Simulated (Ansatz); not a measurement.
Consider the cleavage of the Ga–Si bond: `[SiH3][SiH2][GaH2]` + `[SiH3]N[SiH3]` → `[SiH3][N]([SiH3])[GaH2]` + `[SiH3][SiH3]`.

Isolated molecules relaxed with PBE0-D4/def2-TZVP in Ansatz; ΔE leaves out vibrations. CCSD(T)/CBS is the MP2 limit (def2-TZVPP, def2-QZVPP) plus CCSD(T) − MP2 in def2-TZVPP, frozen cores. This one scheme is used for every species. DFT in def2-TZVPP. HSE06 is defined as in plane-wave codes. For Ga outer-core shells are correlated without core-valence functions, which leaves a few kJ/mol of doubt a bond. Scalar relativity is left out up to krypton.

```tsv
level	ΔE (kJ/mol)	difference from CCSD(T)/CBS
revPBE-D4	-31.0	14.1
r2SCAN0-D4	-35.4	9.7
HSE06-D4	-29.1	16.0
BHLYP-D4	-41.8	3.3
ωB97M-V	-39.6	5.5
PBE	-24.1	21.0
BLYP	-30.0	15.1
r2SCAN0	-34.2	10.9
BHLYP	-35.5	9.6
LC-ωPBE	-32.8	12.3
HF/def2-SVP	-42.3	2.8
CCSD/def2-SVP	-50.9	-5.8
MP2/def2-QZVPP	-52.4	-7.3
HF/CBS(def2)	-40.9	4.2
MP2/CBS(def2)	-51.2	-6.1
CCSD/CBS(def2)	-42.9	2.2
CCSD(T)/CBS	-45.1	0
```

Largest T1 diagnostic among the species: 0.014.

The D4 term adds −7.2 kJ/mol with B3LYP and −3.7 kJ/mol with PBE0; it sums over pairs of atoms, weighted by their polarisabilities, and B3LYP, whose exchange is more repulsive, gets the larger term. In def2-TZVPP, CCSD(T) changes the Hartree–Fock value by −7.2 kJ/mol (the triples alone add −2.2 kJ/mol) and MP2 by −13.3 kJ/mol. From BLYP to BHLYP (50 % exact exchange), in def2-TZVPP and without D4, ΔE moves by −5.5 kJ/mol.

B3LYP here is the variant with VWN-RPA as its local correlation; programs differ in this.
